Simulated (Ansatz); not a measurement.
Start from `C[C](C)(C)[Ga]([F])[Cl]` and change one atom or group to get `CC(C)(C)Br`.

Ansatz, PBE0-D4/def2-TZVP geometries, multiplicity 1. 

Scalar relativity is left out up to krypton.

```tsv
property	`C[C](C)(C)[Ga]([F])[Cl]`
HOMO energy (B3LYP/def2-TZVPP) / eV	-7.81
LUMO energy (B3LYP/def2-TZVPP) / eV	-1.21
HOMO–LUMO gap (PBE0/def2-TZVPP) / eV	7.06
HOMO energy (ωB97M-V/def2-TZVPP) / eV	-10.11
LUMO energy (ωB97M-V/def2-TZVPP) / eV	0.76
HOMO energy (PBE/def2-TZVPP) / eV	-6.81
```

Problem. What does the change do to each property? (Best estimate.)

Solution. The calculation gave: 
```tsv
property	`CC(C)(C)Br`	shift
HOMO energy (B3LYP/def2-TZVPP) / eV	-7.46	0.35
LUMO energy (B3LYP/def2-TZVPP) / eV	-0.25	0.96
HOMO–LUMO gap (PBE0/def2-TZVPP) / eV	7.73	0.67
HOMO energy (ωB97M-V/def2-TZVPP) / eV	-9.99	0.12
LUMO energy (ωB97M-V/def2-TZVPP) / eV	2.06	1.30
HOMO energy (PBE/def2-TZVPP) / eV	-6.43	0.38
```

With PBE0 the HOMO rises by 0.27 eV and the LUMO rises by 0.95 eV, so the gap widens by about 0.68 eV. PBE moves the HOMO by 0.38 eV and ωB97M-V by 0.12 eV.

B3LYP here is the variant with VWN-RPA as its local correlation; programs differ in this.

Spin–orbit coupling is left out; it splits and shifts lone-pair levels of the heavy atoms by tenths of an eV.
